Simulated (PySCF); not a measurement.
An equivalent PySCF input for Xe⁺ (xenon, charge +1), [Kr] 4d10 5s2 5p5, 2P determinant, with a scalar-relativistic core potential:

```python
from pyscf import gto, scf, dft, mp, cc
import basis_set_exchange as bse
txt = bse.get_basis("def2-TZVP", elements=["Xe"], fmt="nwchem", header=False)
cut = txt.index("\nECP")
mol = gto.M(atom="Xe 0 0 0", charge=1, spin=1, symmetry="D2h",
            basis=gto.basis.parse(txt[:cut]),
            ecp={"Xe": gto.basis.parse_ecp(txt[cut:])})
mf = dft.UKS(mol, xc="M062X")
mf.irrep_nelec = {'Ag': (4, 4), 'B1g': (1, 1), 'B2g': (1, 1), 'B3g': (1, 1), 'B1u': (2, 2), 'B2u': (2, 2), 'B3u': (2, 1)}
mf.kernel()
```

It reaches the same state as the run whose output follows, with an energy that differs only through the grid. The run itself started from symmetry-adapted Hartree-Fock orbitals and held the occupation by maximum overlap, on a logarithmic radial grid, so the iterations belong to that start.

```
SCF conv_tol = 1e-09
number electrons alpha = 13  beta = 12
XC functionals = M062X
    Y. Zhao and D. G. Truhlar.,  Theor. Chem. Acc. 120, 215 (2008)
    Y. Zhao and D. G. Truhlar.,  Theor. Chem. Acc. 120, 215 (2008)
cycle= 1 E= -328.843206137802  delta_E= -0.00666  |g|= 0.0192  |ddm|= 0.21
cycle= 2 E= -328.843365887367  delta_E= -0.00016  |g|= 0.00336  |ddm|= 0.0342
cycle= 3 E= -328.843373972825  delta_E= -8.09e-06  |g|= 0.000571  |ddm|= 0.0056
cycle= 4 E= -328.843374187442  delta_E= -2.15e-07  |g|= 0.000127  |ddm|= 0.000859
cycle= 5 E= -328.84337419226  delta_E= -4.82e-09  |g|= 3.55e-05  |ddm|= 0.000217
cycle= 6 E= -328.843374192569  delta_E= -3.09e-10  |g|= 1.74e-06  |ddm|= 3.33e-05
converged SCF energy = -328.843374192569  <S^2> = 0.75427047  2S+1 = 2.0042659
```

Energies and moments cover only the electrons outside the core potential.
